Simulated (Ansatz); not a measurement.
Basis sets compared for GeEt3(SiMe3) (C9H24GeSi). Charge 0, multiplicity 1. Geometry PBE-D4/def2-SVP. Ansatz on 4 threads of Arm Neoverse V1 on a shared host; times are rough, and most runs start from earlier orbitals.

Cartesian coordinates in Å:
```
Ge 0.4990 0.4808 0.5076
C 2.2693 -0.3910 0.7813
C 3.0312 -0.6731 -0.5175
H 2.0970 -1.3328 1.3458
H 2.8639 0.2673 1.4526
H 4.0143 -1.1548 -0.3297
H 2.4606 -1.3497 -1.1898
H 3.2298 0.2568 -1.0917
C 0.8052 2.2749 -0.3029
C -0.4811 3.0538 -0.5957
H 1.3932 2.1274 -1.2344
H 1.4624 2.8448 0.3905
H -0.2742 4.0508 -1.0396
H -1.1375 2.5101 -1.3091
H -1.0800 3.2260 0.3239
C -0.3532 0.7377 2.2901
C -0.6712 -0.5704 3.0220
H -1.2781 1.3354 2.1382
H 0.3294 1.3733 2.8967
H -1.1403 -0.3916 4.0129
H -1.3726 -1.2069 2.4400
H 0.2415 -1.1784 3.1998
Si -0.8976 -0.8651 -0.9128
C -0.4763 -0.5347 -2.7381
C -0.6192 -2.7088 -0.5364
C -2.7269 -0.4393 -0.6118
H -1.1222 -1.1396 -3.4091
H 0.5796 -0.7912 -2.9615
H -0.6243 0.5337 -2.9986
H 0.4393 -2.9980 -0.7009
H -0.8726 -2.9487 0.5167
H -1.2502 -3.3461 -1.1914
H -3.0136 -0.6178 0.4452
H -2.9360 0.6259 -0.8405
H -3.3884 -1.0606 -1.2519
```

Binding counts from free atoms (Ge triplet, C triplet, H doublet, Si triplet) in the same basis, without a counterpoise term.

```tsv
level	functions	energy (Eh)	HOMO (eV)	LUMO (eV)	binding per atom (eV)	wall time
PBE-D4/def2-SVP	296	-2722.3890	-5.57	0.35	4.04	8.5 s
PBE0-D4/def2-SVP	296	-2722.5582	-6.70	1.14	4.01	18 s
```

Task: Estimate the rows for PBE-D4/def2-TZVP (with forces), PBE0-D4/def2-TZVP.

Result: 
```csv
level,functions,energy (Eh),HOMO (eV),LUMO (eV),binding per atom (eV),wall time
PBE-D4/def2-TZVP (with forces),508,-2723.1428,-5.66,-0.03,4.01,22 s
PBE0-D4/def2-TZVP,508,-2723.2975,-6.73,0.75,3.98,46 s
```
